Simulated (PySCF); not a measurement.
The numbers below are computed, except where a source is named.
B3H5N3O

The system: B3H5N3O, a small molecule (built as: end group O); neutral, doublet. The structure was relaxed in the gas phase by PBE0-D3(BJ)/def2-SVP. No frequency run checks that it is a minimum.

SMILES: [O]N1BNBNB1

Coordinates in Å:
```
B1     -0.463    0.803   -1.084
N2     -0.514    1.312    0.238
B3     -0.068    0.584    1.384
N4      0.454   -0.729    1.169
B5      0.549   -1.336   -0.108
N6      0.079   -0.544   -1.242
O7      0.146   -1.053   -2.428
H8     -0.836    1.414   -2.049
H9     -0.886    2.244    0.375
H10    -0.129    1.060    2.491
H11     0.773   -1.256    1.972
H12     0.985   -2.440   -0.290
```

EPR values by unrestricted B3LYP, IGLO-III on B N O, pcH-1 on H.

Predict g and the largest hyperfine couplings. Where does the spin sit?

g = 2.0020, 2.0060, 2.0215. The spin sits on O7 (68 %, bonded to 1 N) by Mulliken populations.
| atom | isotope | isotropic (MHz) | dipolar, principal values (MHz) |
| --- | --- | --- | --- |
| O7 | 17O | -46.6 | -213.9, 105.9, 107.9 |
| N6 | 14N | 0.4 | -11.4, -9.8, 21.2 |
| B5 | 11B | -4.9 | -5.1, 0.0, 5.1 |
| B1 | 11B | -4.9 | -5.1, 0.0, 5.1 |
| H12 | 1H | -4.5 | -3.5, -3.1, 6.6 |
| H8 | 1H | -4.4 | -3.5, -3.1, 6.6 |

How do the isotropic couplings move with BHandHLYP?

O7 -46.6 to -78.6 MHz, N6 0.4 to 2.5 MHz, B5 -4.9 to -6.6 MHz, B1 -4.9 to -6.6 MHz.
